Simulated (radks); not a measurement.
Species: neutral hydrogen. Configuration: 2s1 (not the ground configuration).

Method: Dirac Kohn-Sham, exchange-only B88, spin-unpolarised, spherical densities, finite nucleus; Gaussian nuclear charge, rms radius 0.8783 fm; computed with a radial shooting solver on a logarithmic mesh with Libxc functionals.

Energy parts (eV):
| part | energy |
|---|---|
| total | -3.280 |
| kinetic | 3.281 |
| electron-nucleus | -6.693 |
| Hartree | 2.094 |
| exchange | -1.962 |

Orbitals (lengths in bohr, moments of r in powers of bohr):
[
 {"orbital": "2s1/2", "occ.": "1", "eigenvalue (eV)": "-1.6497", "<r^2>": "40.31", "<r>": "5.874", "small-component weight": "3.21e-06"}
]

The highest occupied level is 2s1/2 at -1.650 eV. The electron density at the nucleus is 0.03947 e/bohr^3. Summed over all electrons, <r^2> = 40.31 bohr^2, which gives a Langevin (diamagnetic) susceptibility term of -31.9 x 10^-6 cm^3/mol.

Empty levels of this run are not shown, since the potential may be unsettled where no density lies.
